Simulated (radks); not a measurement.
Neutral krypton inside a hard spherical wall (all orbitals vanish at R), configuration held at [Kr] and not refilled when levels cross. Method: scalar-relativistic Kohn-Sham, PBE, spin-polarised, spherical densities, finite nucleus; Fermi nuclear charge, rms radius 4.1884 fm; computed with a radial shooting solver on a logarithmic mesh with Libxc functionals. Eigenvalues in eV for spin up, with the zero of energy where the potential of the charges vanishes at infinity; a dash marks a level that is unbound or too diffuse for the functional's potential to be trusted. A positive occupied level is held by the wall or, in an anion where self-interaction has pushed it up, behind a barrier. The pressure on the wall is -dE/dV.

\begin{tabular}{lrrrrrrrrr}
R (bohr) & E (hartree) & kinetic (hartree) & e(3p) & e(3d) & e(4s) & e(4p) & e(5s, empty) & e(5p, empty) & pressure (GPa) \\ \hline
free & -2790.24145 & 2854.019 & -195.19 & -81.402 & -23.049 & -9.247 & - & - & 0 \\
12 & -2790.24145 & 2854.019 & -195.19 & -81.402 & -23.049 & -9.247 & -0.282 & 1.133 & < 0.0001 \\
8 & -2790.24118 & 2854.022 & -195.17 & -81.379 & -23.030 & -9.230 & 0.704 & 3.206 & 0.0162 \\
7 & -2790.24005 & 2854.033 & -195.10 & -81.312 & -22.974 & -9.176 & 1.625 & 4.792 & 0.110 \\
6 & -2790.23422 & 2854.082 & -194.85 & -81.058 & -22.773 & -8.977 & 3.518 & 7.757 & 0.773 \\
4 & -2790.03302 & 2855.259 & -190.83 & -77.066 & -19.808 & -5.739 & 19.044 & 28.150 & 53.4 \\
2.5 & -2786.81097 & 2868.039 & -167.74 & -54.291 & 0.319 & 18.114 & 101.60 & 119.81 & 2610 \\
2 & -2780.25617 & 2889.428 & -144.40 & -31.244 & 29.994 & 52.473 & 206.28 & 228.90 & 13200 \\
\end{tabular}
